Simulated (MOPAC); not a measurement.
Input file for MOPAC: PM6 on GaGeH5 (SMILES [GaH2][GeH3]), a point of a bond scan (R = 2.081 Å).

```
PM6 1SCF PRECISE CHARGE=0 THREADS=1
GaGeH5

Ga    -1.23043577 1    -0.07769067 1    -0.29199579 1
Ge     1.15729770 1     0.07022597 1     0.27368514 1
H      2.27066686 1    -1.56746350 1    -0.36532556 1
H      1.78713141 1     1.32896781 1    -0.36154397 1
H      1.35929899 1     0.19976849 1     1.79857150 1
H     -2.21719620 1     1.04514781 1     0.20263148 1
H     -1.80126754 1    -1.26982717 1    -1.14605758 1
```

The log:

```
*******************************************************************************
 **                                                                           **
 **                              MOPAC v23.2.5                                **
 **                                                                           **
 *******************************************************************************
 ** MOPAC's Digital Object Identifier: https://doi.org/10.5281/zenodo.6511958 **
 **                                                                           **
 ** Please cite the open-source release paper for use of this MOPAC version:  **
 ** J. E. Moussa and J. J. P. Stewart (2026)                                  **
 ** MOPAC: An open-source semiempirical molecular orbital program             **
 ** J. Open Source Softw., 11(119), 8025, https://doi.org/10.21105/joss.08025 **
 *******************************************************************************

                              PM6 CALCULATION RESULTS

 *******************************************************************************
 *  PM6        - The PM6 Hamiltonian to be used
 *
 *
 *
 *                 CHARGE ON SYSTEM = 0
 *
 *
 *
 *  PRECISE    - TIGHTER CRITERIA TO BE USED
 *  1SCF       - DO 1 SCF AND THEN STOP
 *  THREADS=1  - MULTI-THREADING NOT USED
 *  T=         - A TIME OF 172800.0 SECONDS REQUESTED
 *  DUMP=N     - RESTART FILE WRITTEN EVERY 7200.0 SECONDS REQUESTED
 *******************************************************************************
PM6 1SCF PRECISE CHARGE=0 THREADS=1
 GaGeH5

   ATOM   CHEMICAL          X               Y               Z
  NUMBER   SYMBOL      (ANGSTROMS)     (ANGSTROMS)     (ANGSTROMS)

     1      Ga         -1.23043577  *  -0.07769067  *  -0.29199579  *
     2      Ge          1.15729770  *   0.07022597  *   0.27368514  *
     3       H          2.27066686  *  -1.56746350  *  -0.36532556  *
     4       H          1.78713141  *   1.32896781  *  -0.36154397  *
     5       H          1.35929899  *   0.19976849  *   1.79857150  *
     6       H         -2.21719620  *   1.04514781  *   0.20263148  *
     7       H         -1.80126754  *  -1.26982717  *  -1.14605758  *



          CARTESIAN COORDINATES

    NO.       ATOM           X           Y           Z

     1        Ga         -1.2304     -0.0777     -0.2920
     2        Ge          1.1573      0.0702      0.2737
     3         H          2.2707     -1.5675     -0.3653
     4         H          1.7871      1.3290     -0.3615
     5         H          1.3593      0.1998      1.7986
     6         H         -2.2172      1.0451      0.2026
     7         H         -1.8013     -1.2698     -1.1461

 General Reference for PM6:
 "Optimization of Parameters for Semiempirical Methods V: Modification of NDDO Approximations
 and Application to 70 Elements", J. J. P. Stewart, J. Mol. Mod., 13, 1173-1213 (2007)
 URL: https://link.springer.com/article/10.1007/s00894-007-0233-4

           Empirical Formula: H5 Ga Ge  =     7 atoms



      MOLECULAR POINT GROUP   :   Cs


      RHF CALCULATION, NO. OF DOUBLY OCCUPIED LEVELS = 6


 -------------------------------------------------------------------------------
 PM6 1SCF PRECISE CHARGE=0 THREADS=1
 GaGeH5



     1SCF WAS SPECIFIED, SO BFGS WAS NOT USED
     SCF FIELD WAS ACHIEVED


                              PM6 CALCULATION
                                                       MOPAC v23.2.5 Linux




          FINAL HEAT OF FORMATION =         66.12636 KCAL/MOL =     276.67268 KJ/MOL


          COSMO AREA              =        114.24 SQUARE ANGSTROMS
          COSMO VOLUME            =        100.90 CUBIC ANGSTROMS

          IONIZATION POTENTIAL    =          9.999213 EV
          HOMO LUMO ENERGIES (EV) =         -9.999 -0.596
          NO. OF FILLED LEVELS    =          6
          MOLECULAR WEIGHT        =        147.3645         POINT GROUP:  Cs

          MOLECULAR DIMENSIONS (Angstroms)

            Atom       Atom       Distance
            H     6    H     3     5.22391
            H     7    H     5     4.25015
            H     4    H     7     2.34062


          SCF CALCULATIONS        =          1





   ATOM   CHEMICAL          X               Y               Z
  NUMBER   SYMBOL      (ANGSTROMS)     (ANGSTROMS)     (ANGSTROMS)

     1      Ga         -1.23043577  *  -0.07769067  *  -0.29199579  *
     2      Ge          1.15729770  *   0.07022597  *   0.27368514  *
     3       H          2.27066686  *  -1.56746350  *  -0.36532556  *
     4       H          1.78713141  *   1.32896781  *  -0.36154397  *
     5       H          1.35929899  *   0.19976849  *   1.79857150  *
     6       H         -2.21719620  *   1.04514781  *   0.20263148  *
     7       H         -1.80126754  *  -1.26982717  *  -1.14605758  *

                             CARTESIAN COORDINATES

   1   Ga       -1.230435770    -0.077690670    -0.291995790
   2   Ge        1.157297700     0.070225970     0.273685140
   3    H        2.270666860    -1.567463500    -0.365325560
   4    H        1.787131410     1.328967810    -0.361543970
   5    H        1.359298990     0.199768490     1.798571500
   6    H       -2.217196200     1.045147810     0.202631480
   7    H       -1.801267540    -1.269827170    -1.146057580


           Empirical Formula: H5 Ga Ge  =     7 atoms



      MOLECULAR POINT GROUP   :   Cs


                  EIGENVALUES
 -18.17158 -17.04141 -12.27868 -11.72281 -10.52176  -9.99921  -0.59642   0.56120
   0.81020   2.62312   3.14089   3.79086   4.31099


              NET ATOMIC CHARGES AND DIPOLE CONTRIBUTIONS

  ATOM NO.   TYPE          CHARGE      No. of ELECS.   s-Pop       p-Pop
    1         Ga          -0.257851        3.2579     1.35580     1.90205
    2         Ge          -0.491605        4.4916     1.26759     3.22402
    3          H           0.188155        0.8118     0.81184
    4          H           0.139455        0.8605     0.86055
    5          H           0.139239        0.8608     0.86076
    6          H           0.142475        0.8575     0.85752
    7          H           0.140132        0.8599     0.85987
 DIPOLE           X         Y         Z       TOTAL
 POINT-CHG.     0.220    -0.602    -0.287     0.702
 HYBRID         0.086     0.240     0.141     0.291
 SUM            0.306    -0.362    -0.146     0.496


          ATOMIC ORBITAL ELECTRON POPULATIONS

     Atom    s        px        py        pz
    1 Ga   1.35580   0.84374   0.74993   0.30838
    2 Ge   1.26759   1.01524   1.11528   1.09350
    3  H   0.81184
    4  H   0.86055
    5  H   0.86076
    6  H   0.85752
    7  H   0.85987

 **********************
 *                    *
 * JOB ENDED NORMALLY *
 *                    *
 **********************




 == MOPAC DONE ==
```

The run finished.

Cost: very roughly 0.03 core-seconds.
